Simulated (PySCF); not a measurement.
Species: C4HN3.
InChI=1S/C4HN3/c5-1-4(2-6)3-7/h4H

The closed-shell ground state was solved at several levels (PySCF, density fitting, gas phase, non-relativistic). Isolated species at its PBE0-D3(BJ)/def2-SVP geometry, gas phase.

```
        level  basis functions  total energy (Eh)  HOMO (eV)  LUMO (eV)  gap (eV)  dipole (D)
 KT3/pcSseg-2              266          -322.2600      -9.43      -2.39      7.04        2.66
PBE0/pcSseg-1              124          -316.7827     -10.83      -1.28      9.55        2.77
  B3LYP/pcJ-1              199          -317.1987     -10.57      -1.55      9.02        2.78
```

Task: What might CAM-B3LYP/def2-SVPD (148 basis functions) give for the same quantities?

Result: Total energy -316.8100 Eh, HOMO -12.29 eV, LUMO -0.26 eV, gap 12.03 eV, dipole 2.81 D.

Task: Over all these levels, which gives the widest orbital gap and which the narrowest?

Result: CAM-B3LYP/def2-SVPD (range-separated hybrid) has the widest, 12.03 eV, and KT3/pcSseg-2 (GGA) the narrowest, 7.04 eV. Functional and basis both differ between the two, so the spread mixes both effects.

Task: How far do the dipole and the HOMO energy spread over the levels?

Result: The dipole runs from 2.66 to 2.81 D (mean 2.75 D) and the HOMO from -12.29 to -9.43 eV.
